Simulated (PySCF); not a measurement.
## Dipole response of Fe (iron, neutral)

[Ar] 3d7 4s1, high-spin 5F determinant (an excited configuration). Computed with PySCF 2.14 in aug-cc-pVDZ-DK, with the spin-free X2C one-electron Hamiltonian (Gaussian nucleus). Coupled (time-dependent) response in atomic units; α is the mean over directions. A double-zeta set is small for polarisabilities.

```csv
method,mean α (bohr³),"α xx, yy, zz",C₆ (like pair),S(−4)
r2SCANh,64.34,"64.32, 64.32, 64.38",498.5,3140
```

S(−4) is the Cauchy moment in α(ω) = α(0) + S(−4) ω² + …

α(iu) at r2SCANh:

```tsv
u (hartree)	α(iu) (bohr³)
0	64.34
0.0500	57.45
0.100	44.05
0.200	24.34
0.300	15.22
0.500	8.297
0.750	5.246
1.00	3.784
1.50	2.313
2.00	1.585
3.00	0.8975
5.00	0.4103
```

The components differ because the open shell of this determinant is not spherical; for a pure term their mean is the scalar polarisability.
